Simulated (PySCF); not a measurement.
Heteronuclear NMR

Molfile (atoms numbered from 1):
```
C7H11N2P
     RDKit          3D

 21 21  0  0  0  0  0  0  0  0999 V2000
    3.7618    0.1220   -0.7418 C   0  0  0  0  0  0  0  0  0  0  0  0
    2.3011    0.1798   -0.3964 C   0  0  0  0  0  0  0  0  0  0  0  0
    1.8540    1.0290    0.5992 C   0  0  0  0  0  0  0  0  0  0  0  0
    0.2109    1.2043    1.1061 P   0  0  0  0  0  0  0  0  0  0  0  0
   -0.5523    0.0416    0.0108 C   0  0  0  0  0  0  0  0  0  0  0  0
   -1.9043   -0.1265    0.0948 N   0  0  0  0  0  0  0  0  0  0  0  0
   -2.6083   -1.0491   -0.7583 C   0  0  0  0  0  0  0  0  0  0  0  0
   -2.6279    0.6473    1.0665 C   0  0  0  0  0  0  0  0  0  0  0  0
    0.2164   -0.6805   -0.9126 C   0  0  0  0  0  0  0  0  0  0  0  0
    1.5139   -0.6225   -1.1031 N   0  0  0  0  0  0  0  0  0  0  0  0
    4.1154    1.0986   -1.0693 H   0  0  0  0  0  0  0  0  0  0  0  0
    4.3471   -0.1791    0.1257 H   0  0  0  0  0  0  0  0  0  0  0  0
    3.9122   -0.5981   -1.5408 H   0  0  0  0  0  0  0  0  0  0  0  0
    2.5771    1.6464    1.1195 H   0  0  0  0  0  0  0  0  0  0  0  0
   -2.4853   -0.7853   -1.8135 H   0  0  0  0  0  0  0  0  0  0  0  0
   -2.2525   -2.0739   -0.6120 H   0  0  0  0  0  0  0  0  0  0  0  0
   -3.6693   -1.0197   -0.5213 H   0  0  0  0  0  0  0  0  0  0  0  0
   -2.4961    1.7201    0.8807 H   0  0  0  0  0  0  0  0  0  0  0  0
   -2.2589    0.4385    2.0781 H   0  0  0  0  0  0  0  0  0  0  0  0
   -3.6879    0.4096    1.0217 H   0  0  0  0  0  0  0  0  0  0  0  0
   -0.2760   -1.3855   -1.5724 H   0  0  0  0  0  0  0  0  0  0  0  0
  1  2  1  0
  2  3  2  0
  3  4  1  0
  4  5  2  0
  5  6  1  0
  6  7  1  0
  6  8  1  0
  5  9  1  0
  9 10  2  0
 10  2  1  0
  1 11  1  0
  1 12  1  0
  1 13  1  0
  3 14  1  0
  7 15  1  0
  7 16  1  0
  7 17  1  0
  8 18  1  0
  8 19  1  0
  8 20  1  0
  9 21  1  0
M  END
```

How the numbers were obtained: GFN2-xTB structure, NMR shieldings at PBE0/pcSseg-1/GIAO, in PySCF 2.14.0 with density-fitted response routines (averaged over atoms made equivalent by symmetry, fast rotation or ring inversion, no solvent, single conformer, relativity neglected).

Q: Where does ³¹P resonate?

A: 
```
atoms                                     environment  σ (ppm)  δ (ppm)
   P4  phosphorus bonded to 2 C, in a 6-membered ring    154.4    142.2
```

Shieldings were converted by a linear fit to measured shifts: ³¹P (scatter 18.1 ppm rms vs H3PO4, solution or neat liquid). Occasional misses reach two or three times the rms, and more in compound classes unlike the fitted ones.

On a 600 MHz spectrometer ³¹P resonates near 242.9 MHz, so 1 ppm is 242.9 Hz.

Q: Predict the ¹⁵N NMR data.

A: 
```csv
atoms,environment,σ (ppm),δ (ppm)
N10,pyridine-type ring nitrogen,-96.2,-59.4
N6,aniline-type nitrogen,182.3,-316.1
```

Shieldings were converted by a linear fit to measured shifts: ¹⁵N (scatter 6.3 ppm rms vs CH3NO2, solution or neat liquid). A few per cent of atoms miss by over 2 rms, more outside the fitted compound classes.

On a 600 MHz spectrometer ¹⁵N resonates near 60.8 MHz, so 1 ppm is 60.8 Hz.
